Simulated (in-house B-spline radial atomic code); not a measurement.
Configurations of neutral krypton, with energies counted from [Ar] 3d10 4s2 4p6. Method: non-relativistic LC-wPBE, spin-polarised, spherical fractional occupations, point nucleus. Calculated with an all-electron radial atomic-structure program (B-spline basis). Caution: exact exchange at fractional occupations of open shells leaves self-interaction of up to several eV. Shells without spins written out take the highest spin.

Occupations are held fixed; configurations that lie above the ionisation limit could autoionise.

```
                                          configuration  E - E(ref) (eV)  highest orbital  its <r> (bohr)
                                  [Ar] 3d10 4s2 4p5 5s1           13.261            5s up           5.543
                                  [Ar] 3d10 4s2 4p5 5d1           16.532            5d up           23.77
        [Ar] 3d10 4s2 4p(2 up, 3 down) 5d(1 up, 0 down)           16.554            5d up           24.77
                                  [Ar] 3d10 4s1 4p6 5d1           28.184            5d up           23.53
                                  [Ar] 3d10 4s1 4p6 4f1           28.322            4f up           26.06
                                   [Ar] 3d9 4s2 4p6 5s1           96.119            5s up           5.467
[Ne] 3s2 3p(3 up, 2 down) 3d10 4s2 4p6 5s(1 up, 0 down)            205.4            5s up           5.466
```

Order these further configurations by energy, lowest first.
A. [Ne] 3s2 3p5 3d10 4s2 4p6 5p1
B. [Ne] 3s2 3p5 3d10 4s2 4p6 5d1
C. [Ar] 3d10 4s2 4p(3 up, 2 down) 5f(0 up, 1 down)
D. [Ar] 3d10 4s2 4p5 5p1
E. [Ar] 3d9 4s2 4p6 4d1

D (15.443 eV), C (16.806 eV), E (99.113 eV), A (207.62 eV), B (208.73 eV).

How far above the reference does [Ar] 3d(4 up, 5 down) 4s2 4p6 5p(1 up, 0 down) lie?

98.337 eV; its least bound orbital is 5p up with <r> = 8.945 bohr.

How far above the reference does [Ar] 3d10 4s2 4p5 4d1 lie?

16.195 eV; its least bound orbital is 4d up with <r> = 13.3 bohr.
